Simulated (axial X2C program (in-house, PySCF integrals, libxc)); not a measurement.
## Low determinants of ZrB at the PBE0 level, spin-free

Calculated with an axial X2C code built on PySCF integrals. Spin-free means the one-electron spin-free X2C Hamiltonian. Basis: Zr dyall-cv3z [11s12p9d6f3g], B dyall-v3z [7s6p2d1f] (cores contracted in-house); Gaussian nuclei, density fitting, unrestricted open shells. Masses: Zr 89.905 u, B 11.009 u.

Search at 2.147 Å (vertical energies from the lowest determinant):

```json
{"ΔE (eV)": "0.00", "state": "M_S = 5/2, Λ = 2", "electrons beyond evenly filled partner blocks": "2 × σα, π+α, π-α, δ+α", "electrons in σ, π, δ, φ": "22 18 5 0"}
{"ΔE (eV)": "0.50", "state": "M_S = 3/2, Λ = 1", "electrons beyond evenly filled partner blocks": "2 × σα, π+α, π+β, π-α", "electrons in σ, π, δ, φ": "22 19 4 0"}
{"ΔE (eV)": "0.53", "state": "M_S = 3/2, Λ = 0", "electrons beyond evenly filled partner blocks": "σα, π+α, π-α", "electrons in σ, π, δ, φ": "23 18 4 0"}
{"ΔE (eV)": "0.90", "state": "M_S = 1/2, Λ = 0", "electrons beyond evenly filled partner blocks": "σβ, π+α, π-α", "electrons in σ, π, δ, φ": "23 18 4 0"}
{"ΔE (eV)": "1.01", "state": "M_S = 5/2, Λ = 0", "electrons beyond evenly filled partner blocks": "σα, π+α, π-α, δ+α, δ-α", "electrons in σ, π, δ, φ": "21 18 6 0"}
{"ΔE (eV)": "1.08", "state": "M_S = 3/2, Λ = 1", "electrons beyond evenly filled partner blocks": "σα, π+α, π-α, π-β, δ+α", "electrons in σ, π, δ, φ": "21 19 5 0"}
{"ΔE (eV)": "1.08", "state": "M_S = 3/2, Λ = 3", "electrons beyond evenly filled partner blocks": "σα, π+α, π+β, π-α, δ+α", "electrons in σ, π, δ, φ": "21 19 5 0"}
```

Lowest determinant, M_S = 5/2, Λ = 2 (beyond evenly filled blocks: 2 × σα, π+α, π-α, δ+α): Re = 2.145 Å, ωe = 622.9 cm⁻¹.

The determinant in row 2 of the search, M_S = 3/2, Λ = 1 (beyond evenly filled blocks: 2 × σα, π+α, π+β, π-α), was followed along the bond at PBE0; measured from the minimum of the lowest determinant it gives:

Te = 0.350 eV (2820 cm⁻¹), Re = 2.007 Å, ωe = 710.1 cm⁻¹.

(1) Compare the bond of the determinant in row 2 with that of the lowest one.

The search compares states at one distance, so a state with another bond length can lie lower; it is not exhaustive and yields mostly the lowest determinant of each block pattern, so other components and higher states of one pattern are missing. These are energies of single determinants, not of spin-adapted states; PBE0 term energies can be off by some tenths of an eV, and the functional has no current term. The lowest determinant need not be the ground state where others lie within half an eV. Row 2 is spin-contaminated (⟨S²⟩ = 3.76 against 3.75), so its values are not those of a pure state.

Answers

(1) At PBE0 its Re is 0.138 Å shorter and its force constant, which goes as ωe², is 1.30 times that of the lowest determinant. This determinant mixes spin states, so it has no term energy of its own.
